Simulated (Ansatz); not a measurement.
One geometry of SiHMe2(NMe2) (C4H13NSi), several levels of theory.

```yaml
crystal:
  periodic: [false, false, false]
  atoms:
    - {symbol: Si, position_ang: [0.254729, 0.673054, 0.610335]}
    - {symbol: H, position_ang: [0.059897, 0.751187, 2.106216]}
    - {symbol: C, position_ang: [2.117827, 0.547662, 0.278968]}
    - {symbol: H, position_ang: [2.548483, -0.356158, 0.757247]}
    - {symbol: H, position_ang: [2.656733, 1.430919, 0.682215]}
    - {symbol: H, position_ang: [2.327688, 0.487890, -0.809422]}
    - {symbol: C, position_ang: [-0.427914, 2.221170, -0.227954]}
    - {symbol: H, position_ang: [0.027269, 3.123701, 0.229576]}
    - {symbol: H, position_ang: [-1.527805, 2.294745, -0.110108]}
    - {symbol: H, position_ang: [-0.189806, 2.246086, -1.311400]}
    - {symbol: N, position_ang: [-0.662099, -0.734273, 0.085150]}
    - {symbol: C, position_ang: [-0.565568, -1.974320, 0.826633]}
    - {symbol: C, position_ang: [-1.135945, -0.898837, -1.272338]}
    - {symbol: H, position_ang: [-1.547441, -2.504579, 0.852204]}
    - {symbol: H, position_ang: [-0.269557, -1.777301, 1.877893]}
    - {symbol: H, position_ang: [0.178074, -2.694400, 0.397493]}
    - {symbol: H, position_ang: [-1.246181, 0.082242, -1.775923]}
    - {symbol: H, position_ang: [-0.460474, -1.527825, -1.907790]}
    - {symbol: H, position_ang: [-2.137921, -1.390973, -1.289008]}
basis:
  gaussian: {orbitals: 6-31G}
hamiltonian: {xc: hf}
scf: {omitted_lower_state_checks: [starts]}
output: {orbitals: {seedname: orbitals}}
```

The file start.molden holds the orbitals of an earlier run on this structure, at another level or in another basis.

```sh
$ ansatz run in.yaml --threads 2 --pin off --events-out ev --progress --plain --max-ram 20480MiB --backend cuda --devices 0, --max-vram 18GiB
```

Output, abridged:

```
Functional definition: HF
1196 factors; integrals over basis functions are off by at most 2.0e-4 eV
mean field evaluation 1: about -13664.9605 eV, gradient 3.3e1 eV
mean field evaluation 2: about -13664.9564 eV, gradient 3.3e1 eV
mean field evaluation 4: about -13667.9587 eV, gradient 3.8e0 eV
mean field evaluation 8: about -13667.9972 eV, gradient 3.1e-2 eV
mean field -13667.99719226 eV, -502.2896323143 hartree, gradient 5.2e-5 eV, S^2 0.000000; 0 other end points of the search recorded, 0 dependent functions left out
reference -13667.99719226 eV, -502.2896323143 hartree; 29, 29 occupied and 55, 55 virtual orbitals, 1196 factors
Total energy: -13667.99719226 eV, -502.2896323143 hartree
Checks for a lower state left out: starts
```

It took 1.6 s on 2 threads of AMD EPYC 7R13 on a shared host and a share (18 GiB) of an NVIDIA H100 80GB HBM3, peak host memory 0.77 GiB.

The first input with `gaussian: {orbitals: def2-TZVP, initial_orbitals: start.molden}`, `hamiltonian: {xc: {name: r2SCANh}, dispersion: d4}` (abridged; 1.7 s):

```
Functional definition: r2SCANh
mean field -13726.60881648 eV, -504.4435697760 hartree, gradient 1.3e-5 eV, S^2 0.000000
Total energy: -13726.73121317 eV, -504.4480677715 hartree
Checks for a lower state left out: starts
```

First input, but with `gaussian: {orbitals: def2-TZVP, initial_orbitals: start.molden}`, `hamiltonian: {xc: pbe0, dispersion: d4}` (abridged; 1.7 s):

```
Functional definition: PBE0
mean field -13720.69599997 eV, -504.2262777772 hartree, gradient 2.2e-5 eV, S^2 0.000000
Total energy: -13721.06049099 eV, -504.2396725751 hartree
Checks for a lower state left out: starts
```

As the first input, with `gaussian: {orbitals: STO-3G}` (abridged; 1.2 s):

```
Functional definition: HF
mean field -13512.82395890 eV, -496.5871211685 hartree, gradient 5.4e-5 eV, S^2 0.000000
Total energy: -13512.82395890 eV, -496.5871211685 hartree
Checks for a lower state left out: starts
```

The first input with `gaussian: {orbitals: def2-SVP, initial_orbitals: start.molden}`, `correlation: {method: ccsd_t}` and without the key `hamiltonian` (abridged; 2 s):

```
Functional definition: HF
mean field -13665.66737747 eV, -502.2040131999 hartree, gradient 6.9e-7 eV, S^2 0.000000
10 core orbitals not correlated: weight in the atoms' cores, before any rotation towards them, 1.000 or more for the frozen orbitals, at most 0.000 for the correlated occupied ones
second order -23.23885805 eV of doubles, -0.00000000 eV of singles
cycle   1  -24.75396913 eV  change    -1.5e0 eV  update   1.0e-1
cycle   2  -25.43215575 eV  change   -6.8e-1 eV  update   3.0e-2
cycle   3  -25.53510803 eV  change   -1.0e-1 eV  update   1.2e-2
cycle   4  -25.53587143 eV  change   -7.6e-4 eV  update   2.9e-3
cycle   5  -25.53643443 eV  change   -5.6e-4 eV  update   1.1e-3
cycle   6  -25.53639567 eV  change    3.9e-5 eV  update   3.5e-4
cycle   7  -25.53631724 eV  change    7.8e-5 eV  update   1.4e-4
cycle   8  -25.53632032 eV  change   -3.1e-6 eV  update   5.1e-5
cycle   9  -25.53630901 eV  change    1.1e-5 eV  update   1.7e-5
perturbative correction -0.73974951 eV, -0.0271852929 hartree
Total energy: -13691.94343599 eV, -503.1696405399 hartree
Checks for a lower state left out: starts
```

The first input with `hamiltonian: {xc: {name: B3LYP}, dispersion: d4}` (abridged; 1.2 s):

```
Functional definition: B3LYP
mean field evaluation 16: about -13726.3683 eV, gradient 2.8e-5 eV
mean field -13726.36831956 eV, -504.4347316772 hartree, gradient 2.8e-5 eV, S^2 0.000000
Total energy: -13727.04347449 eV, -504.4595431634 hartree
Checks for a lower state left out: starts
```

First input, but with `gaussian: {orbitals: def2-SVP, initial_orbitals: start.molden}`, `hamiltonian: {xc: pbe, dispersion: d4}` (abridged; 1.7 s):

```
Functional definition: PBE
mean field -13709.56812292 eV, -503.8173358381 hartree, gradient 1.0e-5 eV, S^2 0.000000
Total energy: -13709.99499545 eV, -503.8330231144 hartree
Checks for a lower state left out: starts
```

Geometry: PBE-D4/def2-SVP.

B3LYP takes the VWN-RPA correlation. Correlated methods freeze 10 core orbitals.
